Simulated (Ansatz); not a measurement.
`O[SiH](O)O[SiH](F)F` and `F[SiH2]O[SiH](F)F` differ in one atom or group.

Ansatz, PBE0-D4/def2-TZVP geometries, multiplicity 1. Each molecule was computed in one conformer, which needn't be the lowest.

```tsv
property	`O[SiH](O)O[SiH](F)F`
LUMO energy (B3LYP/def2-TZVPP) / eV	0.14
HOMO energy (B3LYP/def2-TZVPP) / eV	-9.19
HOMO–LUMO gap (B3LYP/def2-TZVPP) / eV	9.33
HOMO–LUMO gap (ωB97M-V/def2-TZVPP) / eV	13.87
LUMO energy (PBE0/def2-TZVPP) / eV	0.52
HOMO energy (PBE/def2-TZVPP) / eV	-7.73
```

(1) Give the same properties after the change, and the shifts. (An estimate is asked.)

Results:

(1) The calculation gave: 
```json
{"property": "LUMO energy (B3LYP/def2-TZVPP) / eV", "`F[SiH2]O[SiH](F)F`": "0.09", "shift": "-0.05"}
{"property": "HOMO energy (B3LYP/def2-TZVPP) / eV", "`F[SiH2]O[SiH](F)F`": "-9.42", "shift": "-0.23"}
{"property": "HOMO–LUMO gap (B3LYP/def2-TZVPP) / eV", "`F[SiH2]O[SiH](F)F`": "9.51", "shift": "0.18"}
{"property": "HOMO–LUMO gap (ωB97M-V/def2-TZVPP) / eV", "`F[SiH2]O[SiH](F)F`": "13.93", "shift": "0.06"}
{"property": "LUMO energy (PBE0/def2-TZVPP) / eV", "`F[SiH2]O[SiH](F)F`": "0.34", "shift": "-0.18"}
{"property": "HOMO energy (PBE/def2-TZVPP) / eV", "`F[SiH2]O[SiH](F)F`": "-8.13", "shift": "-0.40"}
```

B3LYP here is the variant with VWN-RPA as its local correlation; programs differ in this.
